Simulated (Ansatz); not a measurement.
`[PH2][GaH2]` → Ga• + 4 H• + P•  (atomization)

Gas-phase electronic energies from Ansatz, PBE0-D4/def2-TZVP geometries. CBS: MP2 limit from def2 TZ/QZ plus the TZ coupled-cluster correction, frozen cores. This one scheme is used for every species, atoms too. Functionals use def2-TZVPP. B3LYP here is the variant with VWN-RPA as its local correlation; programs differ in this. HSE06 is defined as in plane-wave codes. No spin–orbit coupling; open shells (•) take unrestricted orbitals. Spin–orbit coupling would lower the free atoms: clearly for Ga. Bonds to Ga are less sure, by a few kJ/mol each and by 10 to 20 or more in all where they break to atoms, as the def2 sets lack core-valence functions. Scalar relativity is left out up to krypton.

```csv
level,ΔE (eV),difference from CCSD(T)/CBS
LDA (SPW92),16.59,1.83
revPBE-D4,14.36,-0.40
BLYP-D4,14.55,-0.21
r2SCAN-D4,14.77,0.01
B97M-V,15.11,0.35
PBE0-D4,14.52,-0.24
B3LYP-D4,14.73,-0.03
r2SCANh-D4,14.71,-0.05
r2SCAN0-D4,14.64,-0.12
HSE06-D4,14.53,-0.23
BHLYP-D4,14.55,-0.21
ωB97X-V,15.02,0.26
ωB97M-V,14.81,0.05
B2PLYP,14.49,-0.27
PBE-QIDH,14.50,-0.26
PBE,14.47,-0.29
revPBE,14.07,-0.69
BLYP,14.32,-0.44
r2SCAN,14.74,-0.02
PBE0,14.44,-0.32
B3LYP,14.56,-0.20
r2SCANh,14.69,-0.07
r2SCAN0,14.61,-0.15
HSE06,14.44,-0.32
BHLYP,14.40,-0.36
CAM-B3LYP,14.70,-0.06
LC-ωPBE,14.52,-0.24
HF/def2-SVP,10.33,-4.43
MP2/def2-SVP,13.26,-1.50
CCSD(T)/def2-SVP,13.56,-1.20
MP2/def2-TZVPP,14.10,-0.66
SCS-MP2/def2-TZVPP,14.38,-0.38
CCSD/def2-TZVPP,14.29,-0.47
CCSD(T)/def2-TZVPP,14.44,-0.32
HF/def2-QZVPP,10.47,-4.29
MP2/def2-QZVPP,14.29,-0.47
SCS-MP2/def2-QZVPP,14.63,-0.13
HF/CBS(def2),10.47,-4.29
MP2/CBS(def2),14.42,-0.34
CCSD/CBS(def2),14.61,-0.15
CCSD(T)/CBS,14.76,0
```

Largest T1 diagnostic among the species: 0.014.

From BLYP to BHLYP (50 % exact exchange), in def2-TZVPP and without D4, ΔE moves by +0.08 eV. Leaving LDA and LC-ωPBE aside and taking each functional with its dispersion term where it has one, the values spread over 0.75 eV, from revPBE-D4 to B97M-V. LDA lies +2.12 eV from PBE without D4, its usual overbinding. The D4 term adds +0.17 eV with B3LYP and +0.09 eV with PBE0; it sums over pairs of atoms, weighted by their polarisabilities, and B3LYP, whose exchange is more repulsive, gets the larger term.

For atomizations the MP2-based limit and the directly extrapolated one differ by several kJ/mol either way, and by 10 to 25 for some Ge, Se and Sn compounds, so smaller differences from it don't rank the levels.
